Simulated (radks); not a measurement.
Polarisability of the selenium ion Se3+, [Ar] 3d10 4s2 4p1, at imaginary frequency. Method: non-relativistic Kohn-Sham, LB94 model potential, spin-polarised, spherical densities, point nucleus; open shells are filled with parallel spins first; computed with a radial shooting solver on a logarithmic mesh with Libxc functionals. Response by self-consistent Sternheimer equations with the Hartree and adiabatic LDA kernel.

| w (hartree) | alpha1(iw) (bohr^3) |
|---|---|
| 0.00266 | 6.246 |
| 0.0143 | 6.243 |
| 0.0360 | 6.228 |
| 0.0697 | 6.178 |
| 0.118 | 6.055 |
| 0.186 | 5.795 |
| 0.280 | 5.316 |
| 0.413 | 4.552 |
| 0.605 | 3.533 |
| 0.892 | 2.441 |
| 1.35 | 1.509 |
| 2.12 | 0.8571 |
| 3.59 | 0.4520 |
| 6.94 | 0.2011 |
| 17.5 | 0.05308 |

Static values: alpha1 = 6.246 bohr^3 (0.9256 angstrom^3; uncoupled 10.36). C6 = 21.44, triple-dipole C9 = 95.30 atomic units. One-pole (London) frequency 4 C6 / (3 alpha1^2) = 0.733 hartree, against 1.594 for minus the highest occupied eigenvalue.
